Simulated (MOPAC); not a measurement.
MOPAC input (AM1):

```
AM1 FORCE THERMO(298,298) PRECISE LET CHARGE=-1 GEO-OK AUX(PRECISION=9) THREADS=1
NO2

O     0.82149053 1   -0.65754767 1   -0.03690913 1
N     0.20604064 1    0.38679972 1   -0.02746775 1
O    -1.00114460 1    0.32028334 1    0.06085923 1
```

**Question.** Which zero-point energy does it print?

**Answer.** 6.71 kcal/mol, from the harmonic wavenumbers of AM1.
